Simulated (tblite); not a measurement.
Compound: C₃H₁₂N₂Si.
Atom-mapped SMILES: `[CH3:1][N:2]([NH2:3])[SiH:4]([CH3:5])[CH3:6]` (hydrogens: H7, H8, H9 on C1; H10, H11 on N3; H12 on Si4; H13, H14, H15 on C5; H16, H17, H18 on C6)

Structure used (GFN2-xTB), in Å, numbered top down from 1:
```xyz
18
C3H12N2Si angstrom
C      1.8860   -0.8830   -0.2080
N      0.9148    0.1796   -0.2830
N      1.4466    1.4727   -0.0640
Si    -0.7589   -0.0019    0.1309
C     -1.6413    1.5285   -0.5496
C     -1.3654   -1.6046   -0.6922
H      2.6729   -0.7240   -0.9534
H      2.3578   -0.9416    0.7827
H      1.3928   -1.8273   -0.4143
H      2.1242    1.6772   -0.7980
H      1.9370    1.5126    0.8315
H     -1.0095   -0.1086    1.5881
H     -2.7027    1.4883   -0.3294
H     -1.5267    1.6107   -1.6253
H     -1.2408    2.4331   -0.1072
H     -2.4494   -1.6396   -0.6998
H     -1.0272   -1.6782   -1.7212
H     -1.0188   -2.4874   -0.1643
```

Computed with GFN2-xTB (tblite): harmonic, unscaled wavenumbers at the GFN2-xTB geometry, gas phase. Against measured fundamentals such values can be off by several per cent, at times by over 20. Modes of hydrogen on silicon can be 10 to 20 % off. One conformer, not necessarily the lowest.

Harmonic wavenumbers (cm⁻¹): 50.9, 88.1, 122.2, 143.5, 152.9, 177.3, 213.7, 254.8, 284.2, 331.3, 383.4, 634.3, 649.1, 653.4, 721.9, 766.1, 801.1, 837.2, 846.5, 868.8, 990.0, 1034.2, 1098.9, 1152.9, 1212.6, 1262.3, 1371.3, 1374.7, 1410.8, 1479.4, 1484.4, 1487.3, 1494.5, 1500.2, 1504.5, 1570.7, 2088.2, 2870.2, 2931.1, 3042.7, 3043.1, 3050.8, 3053.3, 3056.1, 3059.2, 3069.5, 3258.4, 3305.6.

A = 3431, B = 2327, C = 1532 MHz; mass 104.077 u (most abundant isotopes); point group C1, symmetry number 1.

Problem. What is the zero-point energy?

Solution. ½Σν̃ = 33119 cm⁻¹ = 396.19 kJ/mol.

Problem. Entropy at 298.15 K, 1 bar (ideal gas, RRHO, classical rotation)?

Solution. Translation 166.79, rotation 115.75, vibration 124.12: S = 406.7 J/(mol K).

Problem. And Cp and H(298.15 K) − H(0)?

Solution. Cp = 154.96 J/(mol K), of which vibrations give 121.70 (their classical limit is 48 R = 399.1); H(298.15 K) − H(0) = 29.40 kJ/mol without the zero-point energy, 19.48 from vibrations.

Problem. Blend soft modes into free rotors: weight 1/[1 + (100 cm⁻¹/ν̃)⁴] for the oscillator and the rest for a rotor with moment μB/(μ + B), μ = h/(8π²ν), B = 10⁻⁴⁴ kg m². What vibrational entropy results?

Solution. 116.50 J/(mol K) in place of 124.12, which changes −T·S at 298.15 K by +2.27 kJ/mol.

Problem. What must be added to the electronic energy to get the Gibbs energy at 298.15 K and 1 bar?

Solution. ZPE + [H(298.15 K) − H(0)] − T·S = 396.19 + 29.40 − 121.25 = 304.34 kJ/mol.

Hindered rotation and anharmonicity are outside this model. Other conformers, if any are populated, would add a mixing term that is left out. The structure is chiral; the term R ln 2 for an equal mix with its mirror image is left out.
